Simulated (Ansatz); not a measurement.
C2H6GeOSi, SMILES `[OH][GeH2][C]#C[SiH3]`. Charge 0, multiplicity 1. Correlated methods include outer-core shells of Ge, which these sets cover unevenly. Scalar relativity is left out up to krypton.

Cartesian coordinates in Å:
```
O 1.0374 -0.1011 2.9757
Ge 0.1519 -1.1946 1.8925
C -0.1300 -0.3185 0.2229
C -0.2913 0.2422 -0.8417
Si -0.5424 1.0897 -2.4388
H 1.8199 0.2710 2.5628
H 0.9605 -2.4749 1.6308
H -1.1789 -1.4601 2.5948
H 0.7764 1.3473 -3.0671
H -1.3580 0.2242 -3.3251
H -1.2453 2.3749 -2.2070
```

Question: Give the diagnostics of a CCSD(T)/def2-TZVPP run (frozen core, the Gaussian-basis code of Ansatz). (Estimate.)

Answer: Ansatz gave: T1 = 0.0125, largest single amplitude 0.016, largest double 0.052, (T) share of the correlation energy 4.1 %, 9 CCSD cycles. The RHF solution is stable towards an unrestricted one. T1 lies under the customary mark of 0.02 for closed shells.
